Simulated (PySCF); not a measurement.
Computed shifts of a molecule C₃H₈BNO, PBE/pcSseg-1 run with PySCF, GIAO, gas phase, equivalent atoms averaged, in ppm (number of nuclei): ¹³C: 142.3 (1), 141.1 (1), 54.0 (1). ¹H: 6.68 (1), 6.30 (1), 6.21 (1), 3.96 (3), 2.75 (2). ¹⁵N: 79.0 (1). References: ¹¹B against BF3 (σ = 83.9 ppm); ¹³C against TMS (σ = 182.0 ppm); ¹H against TMS (σ = 31.49 ppm); ¹⁷O against H2O (σ = 334.3 ppm); ¹⁵N against NH3 (σ = 267.0 ppm), references at their B3LYP-D3(BJ)/def2-TZVP geometries, non-relativistic. Coordinates come from a PBE0-D3(BJ)/def2-SVP optimisation. Other conformers were not sampled.

Question: Which molecule gave these data?
A. CNB1CCO1
B. C=CB(N)OC
C. NB1CCCO1
D. C/N=C/B(C)O

Answer: B, C=CB(N)OC
